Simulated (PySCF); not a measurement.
## Orbital picture of SbS

r²SCAN at R = 2.230 Å; Sb x2c-SVPall, S x2c-SVPall; spin-free X2C with a Gaussian nucleus (PySCF 2.14). State: ²Π (doublet), unpaired electrons π ↑. Only the outer orbitals are listed, counted within each symmetry.

```csv
spin,orbital,occ.,ε (eV),on Sb (%),main shells (%)
α,13σ,1,-18.41,24,"73 S s, 18 Sb s"
α,14σ,1,-13.26,72,"71 Sb s, 20 S s"
α,15σ,1,-7.96,44,"52 S p, 36 Sb p"
α,7π,1,-7.41,35,"64 S p, 34 Sb p"
α,7π,1,-7.40,38,"61 S p, 37 Sb p"
α,8π,1,-4.62,64,"62 Sb p, 36 S p"
α,8π,0,-4.39,67,"66 Sb p, 33 S p"
α,16σ,0,-0.48,73,"62 Sb p, 28 S p"
α,17σ,0,3.51,101,97 Sb s
β,13σ,1,-18.17,23,"73 S s, 17 Sb s"
β,14σ,1,-12.67,71,"70 Sb s, 20 S s, 9 S p"
β,15σ,1,-7.74,45,"51 S p, 36 Sb p, 9 Sb s"
β,7π,1,-7.31,32,"68 S p, 30 Sb p"
β,7π,1,-6.71,28,"72 S p, 26 Sb p"
β,8π,0,-4.10,70,"69 Sb p, 30 S p"
β,8π,0,-3.19,74,"74 Sb p, 25 S p"
β,16σ,0,-0.11,72,"61 Sb p, 28 S p"
```

**Question.** Which are the highest filled and the lowest empty level, where do they sit, and how wide is the gap?

**Answer.** Highest filled α 8π at -4.62 eV (in %: 62 Sb p, 36 S p); lowest empty α 8π at -4.39 eV (in %: 66 Sb p, 33 S p); the gap at r²SCAN is 0.23 eV. Both belong to one degenerate shell, split only by its one-sided filling, so this is no excitation gap.

The bond order (Mayer) is 2.26. The ⟨S²⟩ is 0.754, the charge on Sb (Mulliken, basis-dependent) is 0.24 and the charge on Sb (Löwdin, basis-dependent) is 0.13. The dipole moment (positive dipole means Sb(−)S(+)) is -2.29 D.

Shares are Mulliken populations and can fall outside 0 to 100 %.

Spin–orbit coupling is left out. The state is the lowest determinant that a PBE0 search found; another state may lie lower at other levels.
